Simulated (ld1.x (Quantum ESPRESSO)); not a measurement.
**Before and after: TM potential for Ta**

Ta, norm-conserving Troullier–Martins (Kleinman–Bylander form), made with ld1.x (Quantum ESPRESSO) 7.5 (PBE, scalar-relativistic). Core [Xe] 4f14, reference 5d3 6s1 6p1. Waves: 6s (bound): rc 2.90 bohr; 5d (bound): rc 2.05 bohr; 6p (bound): rc 2.90 bohr. Local part: the p channel. Core correction: Bessel-smoothed model core inside 1.30 bohr.

All-electron outer shells of the reference configuration (PBE, scalar-relativistic, ld1.x):

```tsv
shell	level (eV)	outermost node (bohr)	outermost maximum (bohr)
5p	-40.93	0.58	1.13
4f	-26.23	–	0.44
6s	-6.41	1.32	2.74
5d	-4.89	0.65	1.56
6p	-2.10	1.59	3.75
```

Change: core correction none.

Cutoffs: the cutoffs (Ry, on a coarse ladder) from which the occupation-weighted sum of valence levels, in a spherical-Bessel basis at the reference potential, stays within 10 and 1 mRy of its value at 400 Ry; they do not see the model core or the augmentation charge, which bear on the density cutoff. Errors are all-electron minus pseudo energies relative to the spin-unpolarised reference configuration.

**Question.** What does the change do?

**Answer.** The potential gets neither clearly harder nor softer (30 Ry and 35 Ry → 30 Ry and 35 Ry); of the 7 tests that both files solve, the error grows in 2 and shrinks in 5 by more than 15 % and 0.3 meV (median size 54.1 → 25.6 meV); neither file shows a bound ghost.

```tsv
quantity	base	changed
cutoff, loose	30 Ry	30 Ry
cutoff, tight	35 Ry	35 Ry
bound ghosts	none	none
error for 5d3 6s2 6p0, meV [ΔE -4.18 eV]	-0.7	+7.9
error for 5d3 6s1 6p0, meV [ΔE 4.29 eV]	-5.5	+1.8
error for 5d3 6s0 6p0, meV [ΔE 19.26 eV]	-42	+62
error for 5d4 6s1 6p0, meV [ΔE -2.08 eV]	-71	-35
error for 5d2 6s2 6p1, meV [ΔE -1.19 eV]	-54	+26
error for 5d4 6s0 6p0, meV [ΔE 5.72 eV]	-128	-18
error for 5d2 6s0 6p0, meV [ΔE 42.86 eV]	-246	+82
s: phases at 3.17 bohr within 0.05 rad from the reference energy up to (Ry; the scan ends near 5)	-0.1	-0.1
p: phases at 3.17 bohr within 0.05 rad from the reference energy up to (Ry; the scan ends near 5)	1.1	1.1
d: phases at 3.17 bohr within 0.05 rad from the reference energy up to (Ry; the scan ends near 5)	0.6	0.6
```
